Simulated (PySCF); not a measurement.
# Computed properties of Ta(NH)(OH)(NH2)2 (H₆N₃OTa), SMILES [NH]=[Ta]([NH2])([NH2])[OH], multiplicity 1

Ta(NH)(OH)(NH2)2 (H6N3OTa), SMILES [NH]=[Ta]([NH2])([NH2])[OH], multiplicity 1. The structure is a stationary point at PBE0-D3(BJ)/def2-SVP. The spin state was assumed, not searched. The structure was generated by enumeration; whether it is a known compound was not checked. The def2 effective core potentials stand for the cores of Ta; spin–orbit coupling is left out. One conformer was computed; it need not be the lowest. All values are computed for the isolated molecule unless a solvent is named; none is compared with measurement here.

**Structure.** The optimised structure has Cs symmetry. All 27 harmonic modes at PBE0-D3(BJ)/def2-SVP (PySCF) are real, so it is a minimum. With heavy atoms numbered as in [Ta:1](=[NH:2])([OH:4])([NH2:6])[NH2:9], the shortest bond between them is Ta1–N2 at 1.772 Å and the longest Ta1–N6 at 1.993 Å.

**Vibrations.** The strongest infrared lines (harmonic, unscaled, degenerate partners summed) lie at 3988 cm⁻¹ (223 km/mol, H 94 %), 475 cm⁻¹ (213 km/mol, H 76 %, N 23 %), 424 cm⁻¹ (209 km/mol, H 79 %, O 20 %). The softest mode is at 169 cm⁻¹ and the zero-point energy is 48.3 kcal/mol.

**Electronic structure.** PBE0/def2-TZVP (PySCF) places the frontier levels at -6.91 and 0.19 eV, a gap of 7.10 eV, and gives a dipole moment of 0.81 D and a mean polarisability of 66.0 bohr³. PBE/def2-TZVP (PySCF) at the same geometry gives -5.51 and -0.52 eV, so its gap is 2.11 eV narrower. An orbital gap is neither the optical nor the fundamental gap.

**Excitations.** TDA-ωB97X/def2-SVPD (PySCF) has S1 at 5.94 eV (209 nm, f = 0.000, dark); the most intense of the 10 singlets computed lies at 6.91 eV (f = 0.11). T1 (TDA) is at 5.26 eV, 0.68 eV under S1. TDA-PBE/def2-SVPD (PySCF) puts S1 at 5.00 eV. No vertical singlet excitation falls in the visible range (under 3.1 eV).
